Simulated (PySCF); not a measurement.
Species: C7H9NOSi.
Atom-mapped SMILES: `[CH2:1]=[C:2]([O:3][SiH3:4])[c:5]1[cH:6][cH:7][cH:8][cH:9][n:10]1` (hydrogens: H11, H12 on C1; H13, H14, H15 on Si4; H16 on C6; H17 on C7; H18 on C8; H19 on C9)

Structure used (PBE0-D3(BJ)/def2-SVP), in Å, numbered top down from 1:
```xyz
19
C7H9NOSi angstrom
C      1.3195    1.8055    1.2254
C      0.9946    0.7092    0.5252
O      1.8826   -0.0845   -0.1251
Si     3.5507    0.1246   -0.1743
C     -0.4042    0.2365    0.3862
C     -0.6912   -0.9241   -0.3431
C     -2.0170   -1.3341   -0.4474
C     -3.0070   -0.5794    0.1736
C     -2.6154    0.5623    0.8770
N     -1.3566    0.9605    0.9822
H      0.5204    2.3674    1.7069
H      2.3506    2.1507    1.3268
H      4.0501   -1.0045   -1.0012
H      4.1223    0.0696    1.2030
H      3.8960    1.4336   -0.8025
H      0.1211   -1.4796   -0.8108
H     -2.2728   -2.2357   -1.0097
H     -4.0602   -0.8620    0.1186
H     -3.3662    1.1835    1.3798
```

Level: PBE0/pcSseg-1 in PySCF, non-relativistic, on one gas-phase PBE0-D3(BJ)/def2-SVP geometry that isn't relaxed in the solvent. The solvent is an IEF-PCM continuum (van der Waals radii × 1.2). The model holds no explicit solvent molecules, cavitation or dispersion.

```json
{"run": "gas", "E − E(gas) (kcal/mol)": "0.00", "HOMO (eV)": "-6.61", "HOMO–LUMO gap (eV)": "5.35", "dipole (D)": "1.50"}
{"run": "P", "E − E(gas) (kcal/mol)": "-4.70", "HOMO (eV)": "-6.76", "HOMO–LUMO gap (eV)": "5.37", "dipole (D)": "2.23"}
{"run": "Q", "E − E(gas) (kcal/mol)": "-4.00", "HOMO (eV)": "-6.73", "HOMO–LUMO gap (eV)": "5.36", "dipole (D)": "2.11"}
```

Q: The runs were made in acetonitrile and dichloromethane. Which run belongs to which solvent?

A: P = acetonitrile, Q = dichloromethane. The dielectric constants are 8.93 (dichloromethane), 35.69 (acetonitrile), and the energy falls further as ε rises. In this model the ground state sees the solvent through ε alone.

Q: How constant is the ratio of the lowering to (ε − 1)/(2ε + 1)?

A: 
```
        solvent  (ε − 1)/(2ε + 1)  E − E(gas) (kcal/mol)  ratio (kcal/mol)  polarisation term (kcal/mol)
dichloromethane             0.420                  -4.00              -9.5                         -4.66
   acetonitrile             0.479                  -4.70              -9.8                         -5.62
```

The ratio changes by +3.0 % in size from dichloromethane to acetonitrile. The polarisation term is half the interaction of the solute with the induced surface charges.

On one thread, Intel Xeon at 2.50 GHz (x86_64), on a shared host, this took 2.1 min wall and 1.3 GiB of memory at its peak. This is the whole shielding run at PBE0/pcSseg-1 in acetonitrile, SCF included.
